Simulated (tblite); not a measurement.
Compound: C4H8BFO2.
SMILES with atom numbers: `[CH3:1][CH2:2][C@@H:3]1[O:4][BH:5][O:6][C@H:7]1[F:8]` (hydrogens: H9, H10, H11 on C1; H12, H13 on C2; H14 on C3; H15 on B5; H16 on C7)

Computed with GFN2-xTB (tblite), gas phase: Langevin dynamics at 600 K from the optimised GFN2-xTB geometry, time step 0.5 fs, friction 0.01 fs⁻¹, 2000 steps. Over the second half of the run the saved frames average 692 K.

The optimised geometry, where the run starts:
```
atom  x, y, z in Å
C1      2.132    0.464   -0.384
C2      1.044   -0.254    0.406
C3     -0.271   -0.287   -0.371
O4     -0.760    1.024   -0.598
B5     -1.955    1.162    0.008
O6     -2.351    0.020    0.656
C7     -1.425   -0.970    0.406
F8     -2.006   -1.947   -0.371
H9      2.348   -0.069   -1.306
H10     1.803    1.469   -0.634
H11     3.045    0.527    0.203
H12     1.346   -1.281    0.619
H13     0.874    0.263    1.353
H14    -0.134   -0.780   -1.341
H15    -2.579    2.138    0.008
H16    -1.119   -1.470    1.335
```

t = 25 fs, T = 254 K, E(pot) 0.670 eV above the start
```
atom  x, y, z in Å  |  force x, y, z in eV/Å
C1      2.187    0.438   -0.312   -2.361  -2.377  -3.836
C2      0.997   -0.222    0.408   -0.538   1.066  -0.429
C3     -0.308   -0.322   -0.432    0.717   0.332  -0.093
O4     -0.772    1.007   -0.591   -0.074   0.210  -0.045
B5     -1.935    1.209    0.067    0.294  -1.606  -0.429
O6     -2.417   -0.057    0.520    0.422   1.130   0.377
C7     -1.442   -1.025    0.326   -1.180  -0.240  -0.362
F8     -2.070   -2.103   -0.368    0.949   1.066   0.388
H9      2.299   -0.237   -1.323    0.090   1.595   2.032
H10     1.969    1.438   -0.660    0.047   0.059   0.269
H11     3.058    0.325    0.217    1.770   0.058   1.183
H12     1.255   -1.191    0.760    0.308  -0.749   0.303
H13     0.713    0.433    1.228    0.078  -0.093   0.467
H14    -0.144   -0.777   -1.411    0.064   0.019  -0.097
H15    -2.352    2.294    0.122   -0.358  -0.391   0.185
H16    -1.090   -1.464    1.267   -0.228  -0.081   0.087
```

t = 175 fs, T = 434 K, E(pot) 1.035 eV above the start
```
atom  x, y, z in Å  |  force x, y, z in eV/Å
C1      1.525    0.568    0.066   -0.130   3.956   4.073
C2      0.599   -0.401    0.619   -2.460  -2.047   0.619
C3     -0.637   -0.426   -0.303   -0.641   0.287  -0.283
O4     -1.226    0.876   -0.128    0.838  -0.102  -0.805
B5     -2.352    0.832    0.601    0.315  -0.295  -1.347
O6     -2.732   -0.449    0.834    0.660  -1.651  -0.055
C7     -1.801   -1.335    0.184   -0.780   0.897  -0.168
F8     -2.393   -1.812   -0.960   -0.439  -0.095  -0.084
H9      1.845    0.342   -0.861    1.131  -0.455  -2.756
H10     0.898    1.520    0.149    0.792  -0.773  -1.115
H11     2.325    0.879    0.788   -0.076  -0.925  -0.766
H12     0.891   -1.427    0.806    0.724  -0.268  -0.322
H13     0.125   -0.089    1.558    0.517   0.242   0.213
H14    -0.453   -0.636   -1.428   -0.084   0.441   1.697
H15    -2.924    1.818    0.613   -0.551   0.309   0.716
H16    -1.602   -2.257    0.746    0.186   0.479   0.384
```

t = 225 fs, T = 579 K, E(pot) 1.030 eV above the start
```
atom  x, y, z in Å  |  force x, y, z in eV/Å
C1      1.629    0.465    0.009   -2.175  -1.109  -2.584
C2      0.584   -0.484    0.648   -1.520  -0.623  -3.089
C3     -0.751   -0.445   -0.256    1.180  -0.278  -0.026
O4     -1.391    0.774   -0.067    1.597   2.528  -0.896
B5     -2.465    0.754    0.697   -1.075  -1.042   0.153
O6     -2.764   -0.598    0.914    0.267  -0.834  -0.086
C7     -1.836   -1.389    0.190   -0.667  -1.640   1.678
F8     -2.455   -1.952   -0.904   -0.108   0.158   0.133
H9      1.855    0.202   -1.155   -0.784   0.465   2.696
H10     1.304    1.484    0.081   -0.243   0.328  -0.178
H11     2.492    0.343    0.522    2.762  -0.246   1.400
H12     0.904   -1.535    0.700    0.210   0.384  -0.236
H13     0.095   -0.265    1.551    0.506   0.939   1.645
H14    -0.522   -0.619   -1.325   -0.042   0.261   0.335
H15    -3.160    1.664    1.065    0.732  -0.798  -0.305
H16    -1.473   -2.321    0.800   -0.638   1.506  -0.639
```

t = 250 fs, T = 474 K, E(pot) 1.109 eV above the start
```
atom  x, y, z in Å  |  force x, y, z in eV/Å
C1      1.613    0.421    0.099    1.108  -1.267  -1.283
C2      0.471   -0.535    0.536   -1.379   2.446   1.292
C3     -0.828   -0.288   -0.245   -0.299  -2.071  -0.665
O4     -1.519    0.934   -0.037    1.179  -1.234   0.156
B5     -2.601    0.606    0.660   -2.316   3.117   1.260
O6     -2.878   -0.676    0.890    0.841  -0.859   0.095
C7     -1.889   -1.418    0.259   -1.343   0.152  -1.175
F8     -2.611   -2.030   -0.849    1.395   0.509   0.966
H9      2.149    0.197   -0.970   -1.855   0.445   2.152
H10     1.296    1.479    0.161    0.297  -0.881  -0.113
H11     2.423    0.170    0.786    0.047   0.630   0.118
H12     0.655   -1.597    0.585    0.512  -0.015  -0.334
H13     0.108   -0.207    1.585    1.117  -0.487  -0.964
H14    -0.570   -0.393   -1.308   -0.516  -0.054  -0.054
H15    -3.351    1.502    1.129    0.942  -1.198  -0.699
H16    -1.608   -2.282    0.918    0.269   0.768  -0.751
```

t = 300 fs, T = 660 K, E(pot) 0.959 eV above the start
```
atom  x, y, z in Å  |  force x, y, z in eV/Å
C1      1.314    0.391    0.276    1.278  -0.276   1.600
C2      0.294   -0.650    0.438   -1.861  -1.430   2.208
C3     -1.099   -0.368   -0.196    1.637   0.020   1.224
O4     -1.575    0.907    0.246   -2.138  -1.609   0.898
B5     -2.793    0.609    0.897   -0.830  -0.305  -0.845
O6     -3.131   -0.759    0.883    1.315   1.549   0.569
C7     -2.068   -1.458    0.290   -2.038   1.716  -0.631
F8     -2.649   -1.983   -0.826    0.184  -1.020  -0.454
H9      1.457    0.547   -0.704    0.284   0.700  -3.965
H10     1.040    1.323    0.681   -0.351   0.962   0.898
H11     2.325    0.105    0.589   -0.380  -0.142   0.712
H12     0.637   -1.619    0.094    0.112  -0.154  -0.325
H13     0.037   -0.824    1.555    0.536   0.392  -1.284
H14    -1.099   -0.423   -1.272    0.211   0.316  -0.568
H15    -3.758    1.265    1.237    1.411  -0.082  -0.154
H16    -1.782   -2.238    0.964    0.629  -0.636   0.117
```

t = 400 fs, T = 580 K, E(pot) 1.017 eV above the start
```
atom  x, y, z in Å  |  force x, y, z in eV/Å
C1      0.889    0.627    0.444   -0.639  -2.469   1.842
C2     -0.073   -0.647    0.693   -0.076   1.772   1.814
C3     -1.534   -0.361    0.318    1.563   0.020  -2.505
O4     -2.097    0.774    0.953    0.370  -1.027  -0.797
B5     -3.308    0.351    1.335   -0.691   1.903   1.069
O6     -3.512   -0.953    1.198   -0.812  -2.013   0.304
C7     -2.473   -1.566    0.555   -0.623   0.025  -0.976
F8     -3.079   -2.216   -0.672    1.449   1.333   1.851
H9      1.341    0.594   -0.528   -0.010   0.275  -0.148
H10     0.275    1.454    0.694   -0.390   0.922  -0.509
H11     1.635    0.604    1.274   -0.143  -0.150  -1.018
H12     0.159   -1.528    0.108    0.637  -0.115   0.511
H13    -0.126   -0.739    1.842    0.529  -0.591  -1.623
H14    -1.466   -0.194   -0.795   -0.515   0.269   0.545
H15    -4.058    1.115    1.839    0.136  -0.491  -0.188
H16    -1.947   -2.407    1.067   -0.785   0.338  -0.171
```

t = 425 fs, T = 550 K, E(pot) 1.256 eV above the start
```
atom  x, y, z in Å  |  force x, y, z in eV/Å
C1      0.813    0.514    0.344   -1.428  -0.902  -2.328
C2     -0.129   -0.658    0.680    0.359  -0.002   1.522
C3     -1.534   -0.431    0.276   -2.037   1.624  -0.966
O4     -2.207    0.611    0.998   -0.392   1.254   0.423
B5     -3.447    0.222    1.526    0.793   1.188  -0.575
O6     -3.725   -1.082    1.302    2.476   0.446   0.107
C7     -2.547   -1.489    0.608   -1.385  -1.837  -0.818
F8     -3.071   -1.943   -0.536   -0.468  -0.905  -1.973
H9      1.345    0.074   -0.552   -0.228   1.550   0.763
H10     0.246    1.448    0.158    0.289  -0.732  -0.369
H11     1.465    0.753    1.104    1.504   0.082   1.513
H12     0.283   -1.535    0.166   -0.417  -0.111   0.527
H13    -0.280   -0.807    1.760    0.991  -0.233   0.048
H14    -1.504   -0.218   -0.839   -0.652   0.090   0.881
H15    -4.186    1.015    1.988    0.372  -0.366  -0.028
H16    -2.048   -2.341    0.996    0.222  -1.144   1.273
```

t = 725 fs, T = 950 K, E(pot) 1.511 eV above the start
```
atom  x, y, z in Å  |  force x, y, z in eV/Å
C1      1.153    0.163    0.426    0.765   0.905   2.375
C2      0.149   -0.832    0.848   -0.440  -2.529  -1.028
C3     -1.183   -0.482    0.319   -4.326  -1.187   1.703
O4     -1.698    0.853    0.628    1.359  -1.653  -0.879
B5     -2.702    0.754    1.464   -1.140  -0.382   1.487
O6     -3.103   -0.568    1.863    0.505   2.685   0.319
C7     -2.414   -1.381    1.088    1.938   0.056  -1.450
F8     -3.335   -1.835    0.139    1.030  -0.557   0.108
H9      1.926   -0.337    1.012    1.472   1.150  -0.945
H10     1.205    0.153   -0.631    0.605   0.307  -0.660
H11     0.960    1.192    0.864    0.180  -1.198  -0.752
H12     0.503   -1.860    0.400   -0.898   1.486   0.322
H13     0.159   -1.068    1.888   -0.218   0.494   1.045
H14    -1.345   -0.860   -0.664    0.139   0.783  -1.264
H15    -3.173    1.660    1.999   -0.220   0.233  -0.064
H16    -1.873   -2.159    1.645   -0.753  -0.592  -0.317
```

t = 775 fs
```
atom  x, y, z in Å
C1      1.358   -0.007    0.217
C2      0.142   -0.466    1.304
C3     -1.302   -0.323    0.711
O4     -1.878    0.942    0.941
B5     -2.961    0.736    1.692
O6     -3.135   -0.629    2.124
C7     -2.295   -1.383    1.276
F8     -2.943   -2.016    0.275
H9      2.223   -0.570    0.351
H10     0.897   -0.087   -0.803
H11     1.347    0.997    0.328
H12     0.279   -1.397    1.627
H13     0.192    0.231    2.229
H14    -1.493   -0.543   -0.356
H15    -3.762    1.457    2.015
H16    -1.835   -2.214    1.916
```

Problem. Estimate the potential energy and the forces of this last frame.

Solution. 1.458 eV above the start.

```tsv
atom	Fx (eV/Å)	Fy (eV/Å)	Fz (eV/Å)
C1	-5.045	-2.168	0.228
C2	0.493	5.012	-2.030
C3	0.538	-1.088	-0.710
O4	-0.278	-0.542	0.469
B5	-0.207	-1.659	0.695
O6	0.383	0.776	-1.876
C7	0.856	0.165	2.978
F8	-0.511	0.066	-0.204
H9	1.022	-0.436	0.199
H10	0.640	-0.738	0.737
H11	1.032	2.996	0.704
H12	0.654	-3.644	0.982
H13	-0.027	-0.910	-1.526
H14	1.258	0.408	-0.179
H15	-0.470	0.938	0.301
H16	-0.336	0.824	-0.768
```

The bond farthest from its length at the start is C1–C2 (1.694 against 1.524 Å), and half the difference of its two atoms' forces along it is -3.69 eV/Å (positive lengthens). The largest atomic force is 5.50 eV/Å.

The cost below is that of the whole dynamics run. Hardware: an Arm Neoverse V1 with one thread, shared host with 32 logical CPUs at a one-minute load of 14. Cost: 11 s wall, 0.18 GiB resident at most.
